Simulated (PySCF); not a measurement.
Cd(OH)(SH) (CdH2OS), SMILES [SH][Cd][OH]. Geometry: r2SCAN-D4/def2-TZVP. The def2 effective core potentials stand for the cores of Cd; spin–orbit coupling is left out. Other conformers were not sampled.

Level of theory: r2SCAN-D4/def2-TZVP (PySCF 2.14.0).

Harmonic wavenumbers (cm⁻¹): 110, 116, 141, 349, 593, 656, 783, 2680, 3815. Rotational constants (GHz): 199.0, 2.152, 2.143; symmetry number 1.

Question: Work out the zero-point energy and the ideal-gas rigid-rotor harmonic-oscillator thermochemistry at 298.15 K and 1 atm.

Answer: ZPE = ½ Σ hcν = ½ × 9240 cm⁻¹ = 13.21 kcal/mol. H − E(el) = 17.35 kcal/mol. Entropy in cal/(mol K): translation 41.16, rotation 23.38, vibration 11.46, total 76.00. G − E(el) = -5.31 kcal/mol. Cp = 17.96 cal/(mol K). Modes under 150 cm⁻¹ make the vibrational entropy uncertain.
